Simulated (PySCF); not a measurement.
CH3Se2, SMILES C[Se][Se], doublet, PBE0/def2-SVP optimised geometry.

```
6

C      1.05    -0.56     0.00
Se    -0.90    -0.56     0.00
Se    -1.41     1.61     0.00
H      1.41    -0.05     0.90
H      1.37    -1.61     0.00
H      1.41    -0.06    -0.90
```

Density from unrestricted PBE0/def2-TZVP run with PySCF 2.14.0 at that geometry.

Minimum of the electron density along straight lines between bonded atoms, close to the bond critical point (lines longer than 1.1 times the sum of covalent radii, or with two minima, are not listed):

| bond | length / Å | ρ at the minimum / e bohr⁻³ | ∇²ρ there / e bohr⁻⁵ | position (fraction from the first atom) |
|---|---|---|---|---|
| C1–Se2 | 1.952 | (withheld) | (withheld) | 0.48 |
| Se2–Se3 | 2.235 | 0.122 | (withheld) | 0.51 |
| C1–H4 | 1.097 | 0.275 | -0.94 | 0.65 |
| C1–H5 | 1.100 | 0.273 | -0.92 | 0.65 |
| C1–H6 | 1.097 | 0.275 | -0.94 | 0.65 |

### Question
Complete the blanks.

### Answer

- C1–Se2, ρ at the minimum / e bohr⁻³: 0.150
- C1–Se2, ∇²ρ there / e bohr⁻⁵: -0.17
- Se2–Se3, ∇²ρ there / e bohr⁻⁵: -0.06
